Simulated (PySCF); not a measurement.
**Potential energy of CaH along the bond**

Set-up: basis Ca def2-TZVPP, H def2-TZVPP; no relativity; PySCF 2.14. Energies in eV from Ca + H in their ground configurations at the same level. State: ²Σ⁺ (doublet), unpaired electrons σ ↑.

```csv
R (Å),UHF-SCS-MP2
1.713,-1.215
1.793,-1.420
1.873,-1.547
1.932,-1.601
1.992,-1.624
2.052,-1.623
2.131,-1.590
2.231,-1.510
2.351,-1.373
2.510,-1.149
```

Question: Put a parabola through the three lowest points of the UHF-SCS-MP2 curve and estimate Re, k and ωe (reduced mass 0.983 u; 1 eV/Å² = 0.16022 mdyn/Å; ωe = 1302.8·√(k/μ) cm⁻¹).

Answer: Through R = 1.932, 1.992, 2.052 Å the second-order coefficient is 3.33 eV/Å², so Re ≈ 2.019 Å, k ≈ 1.07 mdyn/Å and ωe ≈ 1358 cm⁻¹. A polynomial fit of higher order to the unrounded UHF-SCS-MP2 energies gives Re = 2.018 Å, k = 1.03 mdyn/Å, ωe = 1331 cm⁻¹; anharmonicity and rounding make the difference.

The higher-order fit for each curve: UHF-SCS-MP2: Re = 2.018 Å, ωe = 1331 cm⁻¹, De = 1.63 eV.

Correlated steps freeze 5 core orbitals. The state is the lowest determinant that a PBE0 search found; another state may lie lower at other levels.
